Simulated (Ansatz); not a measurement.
Mulliken charges of `[CH3][Sn][OH]` from PBE/def2-TZVPP in Ansatz (PBE0-D4/def2-TZVP geometry).

```tsv
atom	x (Å)	y (Å)	z (Å)	charge (e)
C1	-0.773	0.486	-0.227	-0.616
Sn2	1.310	0.353	-0.904	0.623
O3	1.821	-1.058	0.396	-0.510
H4	-1.260	-0.488	-0.342	0.109
H5	-1.349	1.230	-0.782	0.110
H6	-0.799	0.749	0.836	0.109
H7	1.110	-1.341	0.977	0.175
```

Question: By hand: the dipole of these point charges (1 e Å = 4.8032 D).

Answer: Σ q r = (0.185, 0.389, -0.487) e Å, of length 0.650 e Å = 3.12 D.

Question: How does the dipole of the full density compare? (Best estimate.)

Answer: Ansatz gave: (-0.303, 0.160, -0.051) e Å, 1.66 D; the point charges give 1.88 times that, at 82° from its direction.

Point charges leave out the atoms' own dipoles, such as those of lone pairs, and Mulliken's split depends on the basis, so the two needn't agree.
